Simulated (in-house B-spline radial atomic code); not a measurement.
Configurations of Nd IV (Nd3+), with energies counted from [Xe] 4f3. All numbers are computed (scalar-relativistic (X2C) revTPSS, spin-polarised, spherical fractional occupations; Fermi nucleus of rms radius 4.9123 fm) with a radial B-spline atomic code at the basis-set limit, not measured. Shells without spins written out take the highest spin.

Occupations are held fixed; configurations that lie above the ionisation limit could autoionise.

```csv
configuration,E - E(ref) (eV),highest orbital,its <r> (bohr)
"[Xe] 4f(2 up, 1 down)",1.6547,4f down,0.9775
[Xe] 4f2 5f1,26.594,5f up,4.265
"[Xe] 4f(0 up, 2 down) 6f(0 up, 1 down)",31.302,6f down,7.371
[Kr] 4d10 4f3 5s2 5p5 6f1,44.409,6f up,7.435
"[Kr] 4d10 4f(0 up, 3 down) 5s2 5p(2 up, 3 down) 6f(1 up, 0 down)",44.549,6f up,7.567
[Kr] 4d9 4f3 5s2 5p6 6p1,134.4,6p up,3.677
"[Kr] 4d(4 up, 5 down) 4f(1 up, 2 down) 5s2 5p6 5f(1 up, 0 down)",144.96,5f up,4.279
```

(1) Order these further configurations by energy, lowest first.
A. [Xe] 4f2 6p1
B. [Kr] 4d9 4f3 5s2 5p6 5f1
C. [Kr] 4d10 4f3 5s2 5p5 6s1
D. [Xe] 4f(2 up, 0 down) 6d(1 up, 0 down)
E. [Xe] 4f2 6s1

(2) How far above the reference does [Kr] 4d9 4f4 5s2 5p6 lie?

(3) How far above the reference does [Kr] 4d10 4f4 5s2 5p5 lie?

(4) How far above the reference does [Xe] 4f2 5d1 lie?

Answers

(1) E (13.927 eV), A (18.946 eV), D (25.252 eV), C (27.121 eV), B (142.08 eV).

(2) 113.42 eV; its least bound orbital is 4f up with <r> = 0.9385 bohr.

(3) 16.71 eV; its least bound orbital is 4f up with <r> = 1.02 bohr.

(4) 9.5446 eV; its least bound orbital is 5d up with <r> = 2.147 bohr.
